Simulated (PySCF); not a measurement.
# Working with the constants of KNa

PBE0 constants of KNa, ¹Σ⁺ (singlet), closed shell (PySCF, spin-free X2C with a Gaussian nucleus, basis sets K x2c-TZVPall, Na x2c-TZVPall; masses 38.9637 and 22.9898 u):

* ωe: 123.3 cm⁻¹
* ωexe: 0.371 cm⁻¹
* Be: 0.093014 cm⁻¹
* αe: 0.000379 cm⁻¹
* D (centrifugal): 2.12e-07 cm⁻¹
* De to K + Na: 0.61 eV

(1) Give the vibrational terms G(v) and spacings up to v = 6.

Closed-shell solutions of metal pairs were not tested for spin polarisation, which can lower them a little.

Answers

(1) G(v) = ωe(v+½) − ωexe(v+½)².

```csv
v,G(v) (cm⁻¹),G(v) − G(v−1),Bv (cm⁻¹)
0,61.6,,0.09282
1,184.1,122.6,0.09245
2,305.9,121.8,0.09207
3,427.0,121.1,0.09169
4,547.3,120.3,0.09131
5,666.9,119.6,0.09093
6,785.8,118.8,0.09055
```
